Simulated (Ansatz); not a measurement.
Consider the formal exchange of groups at the Si–O bond: `FCO[SiH2][SiH3]` + `BC=C` → `C=CB[SiH2][SiH3]` + `OCF`.

Gas-phase electronic energies from Ansatz, PBE0-D4/def2-TZVP geometries. CBS: MP2 limit from def2 TZ/QZ plus the TZ coupled-cluster correction, frozen cores. Functionals use def2-TZVPP. Each species was taken in one conformer, which may not be the lowest.

```tsv
species	ωB97M-V energy (Eh)
`FCO[SiH2][SiH3]`	-796.37791
`BC=C`	-103.99502
`C=CB[SiH2][SiH3]`	-685.34384
`OCF`	-214.99678
```

Q: Work out ΔE.

A: ΔE = (-685.34384) + (-214.99678) − (-796.37791) − (-103.99502) = 0.03231 Eh = +20.3 kcal/mol. CCSD(T)/CBS gives +19.4 kcal/mol.

Largest T1 diagnostic among the species: 0.013.

In def2-TZVPP, CCSD(T) changes the Hartree–Fock value by −6.1 kcal/mol (the triples alone add −0.9 kcal/mol) and MP2 by −4.8 kcal/mol. From PBE to PBE0 (25 % exact exchange), in def2-TZVPP and without D4, ΔE moves by +1.7 kcal/mol.
